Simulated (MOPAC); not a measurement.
MOPAC input (AM1):

```
AM1 1SCF UHF MS=0.5 GEO-OK AUX(PRECISION=9) THREADS=1
H5O3Si2

O    -0.55277600 1   -1.60874600 1   -0.55111700 1
Si   -0.34115300 1   -0.13499500 1    0.13456900 1
O    -1.62256900 1    0.82745900 1   -0.22466600 1
O    -0.33253200 1   -0.18062200 1    1.78717500 1
Si    1.64020700 1    0.65081100 1   -0.80370800 1
H    -1.40426600 1   -2.04341700 1   -0.44067800 1
H    -1.92868900 1    1.41697700 1    0.47008300 1
H     0.38836800 1   -0.64258700 1    2.22301300 1
H     2.80055100 1   -0.26427500 1   -0.64625600 1
H     2.02029300 1    2.00715200 1   -0.32934000 1
```

From the output:

```
                                                       MOPAC v23.2.5 Linux

          FINAL HEAT OF FORMATION =       -160.81581 KCAL/MOL =    -672.85334 KJ/MOL

          COSMO AREA              =        136.12 SQUARE ANGSTROMS
          COSMO VOLUME            =        130.05 CUBIC ANGSTROMS

          IONIZATION POTENTIAL    =          9.068996 EV
          ALPHA SOMO LUMO (EV)    =         -9.069 -0.664
          BETA  SOMO LUMO (EV)    =         -9.757 -1.088
          NO. OF ALPHA ELECTRONS  =         16
          NO. OF BETA  ELECTRONS  =         15
          MOLECULAR WEIGHT        =        109.2087         POINT GROUP:  C1

          MOLECULAR DIMENSIONS (Angstroms)

            Atom       Atom       Distance
            H    10    H     6     5.30538
            H     7    H     9     4.83646
            O     3    H     8     2.96545

          SCF CALCULATIONS        =          1

   ATOM   CHEMICAL          X               Y               Z
  NUMBER   SYMBOL      (ANGSTROMS)     (ANGSTROMS)     (ANGSTROMS)

     1       O         -0.55277600  *  -1.60874600  *  -0.55111700  *
     2      Si         -0.34115300  *  -0.13499500  *   0.13456900  *
     3       O         -1.62256900  *   0.82745900  *  -0.22466600  *
     4       O         -0.33253200  *  -0.18062200  *   1.78717500  *
     5      Si          1.64020700  *   0.65081100  *  -0.80370800  *
     6       H         -1.40426600  *  -2.04341700  *  -0.44067800  *
     7       H         -1.92868900  *   1.41697700  *   0.47008300  *
     8       H          0.38836800  *  -0.64258700  *   2.22301300  *
     9       H          2.80055100  *  -0.26427500  *  -0.64625600  *
    10       H          2.02029300  *   2.00715200  *  -0.32934000  *

                             CARTESIAN COORDINATES

   1    O       -0.552776000    -1.608746000    -0.551117000
   2   Si       -0.341153000    -0.134995000     0.134569000
   3    O       -1.622569000     0.827459000    -0.224666000
   4    O       -0.332532000    -0.180622000     1.787175000
   5   Si        1.640207000     0.650811000    -0.803708000
   6    H       -1.404266000    -2.043417000    -0.440678000
   7    H       -1.928689000     1.416977000     0.470083000
   8    H        0.388368000    -0.642587000     2.223013000
   9    H        2.800551000    -0.264275000    -0.646256000
  10    H        2.020293000     2.007152000    -0.329340000

           Empirical Formula: H5 O3 Si2  =    10 atoms

      MOLECULAR POINT GROUP   :   C1

          ALPHA EIGENVALUES
 -36.79885 -36.51359 -36.42899 -19.42057 -18.95767 -18.21619 -15.56811 -15.24746
 -14.16071 -13.99772 -13.10268 -12.93868 -12.74975 -12.07857 -10.34611  -9.06900
  -0.66356   1.26528   1.28312   1.73009   1.97080   2.16363   5.27956   5.47706
   5.63671

           BETA EIGENVALUES
 -36.83010 -36.50842 -36.46736 -19.46774 -18.96970 -18.23628 -15.54003 -15.28321
 -14.13098 -13.72857 -13.15749 -12.97415 -12.75015 -12.00476  -9.75669  -1.08811
  -0.31536   1.17423   1.23415   1.88086   1.97109   2.59265   5.26204   5.46254
   5.60221

              NET ATOMIC CHARGES AND DIPOLE CONTRIBUTIONS

  ATOM NO.   TYPE          CHARGE      No. of ELECS.   s-Pop       p-Pop
    1          O          -0.649466        6.6495     1.83833     4.81114
    2         Si           1.537868        2.4621     0.75156     1.71058
    3          O          -0.648864        6.6489     1.83785     4.81101
    4          O          -0.675103        6.6751     1.84099     4.83412
    5         Si          -0.144210        4.1442     1.03545     3.10876
    6          H           0.247039        0.7530     0.75296
    7          H           0.260149        0.7399     0.73985
    8          H           0.255470        0.7445     0.74453
    9          H          -0.089347        1.0893     1.08935
   10          H          -0.093535        1.0935     1.09354
 DIPOLE           X         Y         Z       TOTAL
 POINT-CHG.    -1.506    -0.654     1.393     2.153
 HYBRID         0.726     0.138     0.676     1.001
 SUM           -0.780    -0.515     2.069     2.270

          ATOMIC ORBITAL ELECTRON POPULATIONS

     Atom    s        px        py        pz
    1  O   1.83833   1.42647   1.54917   1.83550
    2 Si   0.75156   0.64832   0.54616   0.51609
    3  O   1.83785   1.64776   1.62107   1.54218
    4  O   1.84099   1.55421   1.77580   1.50410
    5 Si   1.03545   1.13707   0.96123   1.01046
    6  H   0.75296
    7  H   0.73985
    8  H   0.74453
    9  H   1.08935
   10  H   1.09354

                    (SZ)    =    0.500000
                    (S**2)  =    0.807828

          ATOMIC ORBITAL SPIN POPULATIONS

    Atom   Total    s     px     py     pz
         Atomic
    1  O  0.0028 -0.002  0.002  0.001  0.002
    2 Si -0.1519 -0.047 -0.075 -0.010 -0.020
    3  O -0.0139 -0.000 -0.010 -0.004  0.001
    4  O -0.0106 -0.000 -0.008 -0.002 -0.001
    5 Si  1.3566  0.252  0.154  0.104  0.847
    6  H -0.0086 -0.009
    7  H -0.0005 -0.001
    8  H -0.0001 -0.000
    9  H -0.0872 -0.087
   10  H -0.0866 -0.087

 **********************
 *                    *
 * JOB ENDED NORMALLY *
 *                    *
 **********************

 == MOPAC DONE ==
```

The geometry given is a B3LYP-D3(BJ)/def2-TZVP minimum.
